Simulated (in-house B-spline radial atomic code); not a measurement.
A radial electron density 4πr²n(r) was computed for an atom or ion in its tabulated ground configuration with a B-spline radial code for spherical atoms; method: Dirac-Kohn-Sham BP86, spherical fractional occupations. Columns: r (bohr), 4πr²n(r) (electrons per bohr), bar.

```
 0.00416   0.3562 #
 0.00484   0.4723 #
 0.00564    0.626 ##
 0.00657   0.8263 ##
 0.00766    1.088 ###
 0.00892    1.421 ####
  0.0104    1.851 #####
  0.0121    2.385 #######
  0.0141    3.057 #########
  0.0164    3.871 ###########
  0.0191    4.861 ##############
  0.0223     6.05 #################
   0.026    7.405 #####################
  0.0302    8.872 #########################
  0.0352    10.47 #############################
   0.041    12.07 ##################################
  0.0478    13.57 ######################################
  0.0557     14.8 #########################################
  0.0648    15.59 ###########################################
  0.0755    15.81 ############################################
   0.088    15.36 ###########################################
   0.103    14.23 ########################################
   0.119    12.76 ####################################
   0.139       11 ###############################
   0.162    9.507 ##########################
   0.189    8.621 ########################
    0.22    8.573 ########################
   0.256    9.288 ##########################
   0.298    10.42 #############################
   0.348    11.43 ################################
   0.405    11.72 #################################
   0.472    10.96 ##############################
   0.549    9.218 ##########################
    0.64    6.835 ###################
   0.745    4.425 ############
   0.868    2.441 #######
    1.01    1.133 ###
    1.18   0.4173 #
    1.37   0.1273 
     1.6  0.02828 
    1.86 0.004855
```

(1) Which atom or ion is it?
A. Si5+
B. Si6+
C. Si7+
D. Mg6+

Answers

(1) B. The area under the curve, ∫4πr²n dr = ∫r·4πr²n d(ln r) on this logarithmic grid, is 8 electrons, which only this option has. The configuration is [He] 2s2 2p4.
